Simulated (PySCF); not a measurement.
# Dipole response of Nb (niobium, neutral)

[Kr] 4d4 5s1, high-spin 6D determinant. All numbers are calculated (PySCF 2.14, scalar relativity through the core potential, in aug-cc-pwCVDZ-PP with ECP28MDF (6s6p5d3f, 70 functions)). Coupled (time-dependent) response in atomic units; α is the mean over directions. A double-zeta set is small for polarisabilities.

```tsv
method	mean α (bohr³)	α xx, yy, zz	C₆ (like pair)	S(−4)
UHF	130.8	130.3, 130.3, 131.8	1568	11480
PBE	88.98	86.68, 86.68, 93.57	961.9	5202
PBE0	94.25	92.62, 92.62, 97.51	1038	5577
M06	89.94	89.88, 89.88, 90.06	935.0	5704
BP86	86.63	84.13, 84.13, 91.62	929.4	4924
```

S(−4) is the Cauchy moment in α(ω) = α(0) + S(−4) ω² + …

Reference α: 98 ± 8 bohr³ (recommended; Schwerdtfeger and Nagle, table of static dipole polarizabilities (2023 update)). Published C₆: 1140 (Gould and Bucko (2016)).

Spin-orbit coupling is absent.

Hartree-Fock lies above the reference because it lacks correlation, which contracts the outer shell.

α(iu) at PBE:

```
u (hartree)  α(iu) (bohr³)
          0          88.98
     0.0500          78.06
      0.100          59.04
      0.200          34.27
      0.300          23.11
      0.500          13.48
      0.750          8.392
       1.00          5.831
       1.50          3.350
       2.00          2.183
       3.00          1.128
       5.00         0.4525
```

The components differ because the open shell of this determinant is not spherical; for a pure term their mean is the scalar polarisability.

Energies and moments cover only the electrons outside the core potential.
